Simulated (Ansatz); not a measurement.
`CC[O][Hf]([OH])([O]CC)[O]CC`, relaxed with RKS PBE-D4/def2-SVP in the Gaussian-basis code of Ansatz from a rough embedded geometry. The force threshold is 0.03 eV/Å; the program also tests the step.

Charge 0, multiplicity 1. Hf takes the def2 core potential.

Start:

```xyz
27

C    -0.220    2.793   -1.108
C    -0.727    2.078    0.124
O     0.326    1.497    0.836
Hf    2.002    0.393    1.955
O     2.864    1.689    0.183
O     1.347   -0.532    0.027
C     0.926   -1.145   -1.186
C     2.033   -0.994   -2.246
O    -0.491   -1.267    2.277
C    -1.751   -1.252    1.645
C    -2.575   -2.411    2.163
H     0.533    3.589   -0.736
H    -0.966    3.336   -1.616
H     0.376    2.129   -1.719
H    -1.271    2.784    0.796
H    -1.415    1.271   -0.203
H     3.599    1.354   -0.423
H     0.009   -0.639   -1.506
H     0.715   -2.204   -0.995
H     2.978   -1.417   -1.826
H     2.218    0.141   -2.410
H     1.673   -1.449   -3.199
H    -1.573   -1.328    0.493
H    -2.250   -0.279    1.852
H    -2.073   -3.396    1.904
H    -2.689   -2.315    3.254
H    -3.599   -2.425    1.661
```

(1) By how much does the energy fall, and how many steps does the optimiser take? (Best estimate.)

(2) Which bonds change most? (Estimate.)

(3) Give the relaxed structure. (Estimate.)

## Answers

(1) The calculation gave: 1114.26 kJ/mol, in 36 steps.

(2) The calculation gave: Hf4–O9 from 3.013 to 1.950 Å; Hf4–O5 from 2.359 to 1.946 Å; O3–Hf4 from 2.298 to 1.949 Å; Hf4–O6 from 2.237 to 1.949 Å.

(3) Ansatz gave: 
```xyz
27

C     0.218    3.169   -1.778
C    -0.577    3.113   -0.475
O    -0.451    1.877    0.165
Hf    0.126    0.123    0.787
O     1.758    0.312    1.830
O     0.489   -1.008   -0.758
C     1.028   -1.545   -1.931
C     2.113   -0.650   -2.525
O    -1.298   -0.675    1.854
C    -2.174   -1.426    2.641
C    -1.724   -2.879    2.773
H     1.297    2.993   -1.585
H     0.111    4.160   -2.266
H    -0.135    2.393   -2.488
H    -0.233    3.925    0.209
H    -1.655    3.316   -0.684
H     2.536    0.419    2.389
H     0.213   -1.695   -2.680
H     1.449   -2.558   -1.718
H     2.946   -0.512   -1.804
H     1.704    0.352   -2.772
H     2.530   -1.092   -3.454
H    -3.199   -1.388    2.199
H    -2.254   -0.964    3.655
H    -1.672   -3.366    1.777
H    -0.718   -2.937    3.236
H    -2.430   -3.457    3.405
```
